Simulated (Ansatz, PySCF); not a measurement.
C₄H₇Cl, SMILES Cl/C=C\CC. Atoms are numbered in the order given.

```xyz
12

C     -2.2760     1.0618    -0.3770
C     -1.2587    -0.0108    -0.7559
C     -0.6921    -0.7124     0.4336
C      0.5806    -0.7294     0.8316
Cl     1.8701     0.0726    -0.0005
H     -2.6996     1.5383    -1.2738
H     -1.8094     1.8473     0.2367
H     -3.1117     0.6387     0.2029
H     -1.7447    -0.7592    -1.4070
H     -0.4392     0.4310    -1.3425
H     -1.3934    -1.2634     1.0724
H      0.9168    -1.2601     1.7246
```

Coordinates come from a PBE0-D3(BJ)/def2-SVP optimisation. Other conformers were not sampled.

Two levels are set side by side: PBE-D3(BJ)/def2-SVP (Ansatz, a first-principles code) and PBE0-D3(BJ)/def2-SVP (Ansatz). Each level has its own optimised geometry; the coordinates shown are those of the second. Frequencies come from the Hessian of PySCF at each geometry. Differences are taken from unrounded values.

```csv
quantity,PBE0-D3(BJ),PBE-D3(BJ),PBE-D3(BJ) minus PBE0-D3(BJ)
mean bond length (Å),1.253,1.262,0.009
bond C1–C2 (Å),1.526,1.536,0.010
bond C2–C3 (Å),1.493,1.499,0.007
bond C3–C4 (Å),1.334,1.345,0.012
bond C4–Cl5 (Å),1.732,1.745,0.013
bond C1–H6 (Å),1.100,1.109,0.008
bond C1–H7 (Å),1.101,1.109,0.008
bond C1–H8 (Å),1.102,1.110,0.008
bond C2–H9 (Å),1.105,1.113,0.009
bond C2–H10 (Å),1.100,1.109,0.009
bond C3–H11 (Å),1.097,1.105,0.008
bond C4–H12 (Å),1.092,1.100,0.008
highest harmonic wavenumber (cm⁻¹),3240,3144,-96
mean harmonic wavenumber (cm⁻¹),1465,1417,-48
zero-point energy (kcal/mol),62.83,60.75,-2.08
```

GGA bonds tend to be longer and softer than those of functionals with exact exchange. Differences between two approximate levels are no errors against the true value.
